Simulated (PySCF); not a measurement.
methane (CH$_{4}$), singlet, geometry from GFN2-xTB. Base run: PBE0/6-31G*, TDA (PySCF).

The PySCF input:
```python
from pyscf import gto, scf, dft, tdscf

mol = gto.Mole()
mol.atom = '''
    C     0.000000    0.000000    0.000000
    H     0.636597    0.627096    0.610389
    H    -0.628026   -0.606917    0.638995
    H     0.612857   -0.642402   -0.618713
    H    -0.621428    0.622223   -0.630670
'''
mol.basis = '6-31g*'
mol.charge = 0
mol.spin = 0
mol.verbose = 4
mol.build()

mf = dft.RKS(mol)
mf.xc = 'pbe0'
mf.kernel()
td = mf.TDA()
td.nstates = 5
td.kernel()
td.analyze()
```

Each row names what was changed in the base input (with any setting that the change needs).

```
change                           first excitation (eV)  oscillator strength of the first  second (eV)
-------------------------------  ---------------------  --------------------------------  -----------
base                                             13.00                             0.192        13.00
functional = blyp                                12.25                             0.119        12.25
functional = bhandhlyp                           13.34                             0.247        13.34
functional = wb97x                               13.27                             0.261        13.27
nstates = 2                                      13.00                             0.192        13.00
conv_tol = 1e-3                                  13.00                             0.192        13.00
nstates = 10                                     13.00                             0.192        13.00
response = full linear response                  12.97                             0.184        12.97
functional = camb3lyp                            13.01                             0.193        13.01
functional = m062x                               13.12                             0.283        13.12
```

An iterative solver can miss low states, so a row lists the states that it found.
